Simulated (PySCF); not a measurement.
This PySCF input asks for the NMR shieldings of `FCC1=C[C@@H]2C=C[C@H]1C=C2F`, C9H8F2; the geometry comes from GFN2-xTB.

```python
import basis_set_exchange as bse
import numpy as np
from pyscf import gto, dft
from pyscf.prop import nmr

atoms = """
F     2.911570   -0.666869    1.460610
C     2.408866    0.113470    0.451814
C     0.937522   -0.065214    0.298273
C     0.133494   -0.847049    1.002108
C    -1.315742   -0.778058    0.556186
C    -1.296021   -1.108338   -0.925729
C    -0.491286   -0.328522   -1.625712
C     0.216616    0.723315   -0.789532
C    -0.875586    1.493325   -0.077804
C    -1.664376    0.690611    0.616287
F    -2.721591    1.061341    1.353038
H     2.654498    1.153587    0.703235
H     2.939319   -0.173592   -0.465617
H     0.430458   -1.485581    1.812370
H    -1.988841   -1.397303    1.143359
H    -1.895376   -1.913375   -1.308147
H    -0.313358   -0.384943   -2.683542
H     0.880350    1.363273   -1.366544
H    -0.960321    2.559174   -0.162115
"""
names = dict.fromkeys(["F", "C", "H"], "pcSseg-1")
basis = {el: gto.basis.parse(bse.get_basis(n, elements=[el], fmt="nwchem")) for el, n in names.items()}
mol = gto.M(atom=atoms, basis=basis, charge=0, verbose=0)
mf = dft.RKS(mol, xc="PBE0")
mf.grids.level = 2
mf.grids.alignment = dft.numint.BLKSIZE   # the property module wants whole blocks of grid points
mf.conv_tol = 1e-9
mf.kernel()

calc = nmr.RKS(mf)   # GIAO
C = mf.mo_coeff
Co = C[:, mf.mo_occ > 0]
resp = mf.gen_response(singlet=True, hermi=2)
def vind(x):   # induced exchange potential for any number of trial vectors
    d = np.einsum("pi,xij,qj->xpq", C, 2 * x.reshape(-1, C.shape[1], Co.shape[1]), Co, optimize=True)
    return np.einsum("xpq,pi,qj->xij", resp(d - d.transpose(0, 2, 1)), C, Co, optimize=True).ravel()
mo1, _ = nmr.rhf.solve_mo1(calc, with_cphf=vind)
sigma = calc.kernel(mo1)
for i, s in enumerate(sigma):   # ppm
    print("%2d %-2s %9.2f" % (i, mol.atom_pure_symbol(i), np.trace(s) / 3))
```

Question: Give the expected output.

Answer: 
```
 0 F     422.88
 1 C      98.91
 2 C      21.22
 3 C      47.54
 4 C     133.34
 5 C      36.01
 6 C      35.52
 7 C     138.66
 8 C      72.04
 9 C      -7.83
10 F     281.22
11 H      26.22
12 H      26.30
13 H      24.67
14 H      27.24
15 H      24.38
16 H      24.47
17 H      27.95
18 H      25.62
```

These numbers come from an equivalent density-fitted implementation of the same equations, which agrees with the script to about 0.01 ppm for H and up to a few tenths of a ppm for heavy atoms, so last digits may differ.

Question: Turn these shieldings into chemical shifts. References, each an isolated molecule treated in the same way: ¹⁹F (170.95 ppm) against CFCl3; ¹³C (186.93 ppm), ¹H (31.72 ppm) against TMS.

Answer: Averaging equivalent atoms: F 10: -110.3; F 0: -251.9; C 9: 194.8; C 2: 165.7; C 6: 151.4; C 5: 150.9; C 3: 139.4; C 8: 114.9; C 1: 88.0; C 4: 53.6; C 7: 48.3; H 15: 7.34; H 16: 7.25; H 13: 7.05; H 18: 6.10; H 11: 5.50; H 12: 5.42; H 14: 4.48; H 17: 3.77 ppm. Unscaled 19F shifts against computed CFCl3 carry errors that often reach 10 to 50 ppm.

Size and cost of the density-fitted run: 227 basis functions, 46 s wall time on 1 thread of an Arm Neoverse V1, shared host; peak memory 0.95 GiB.
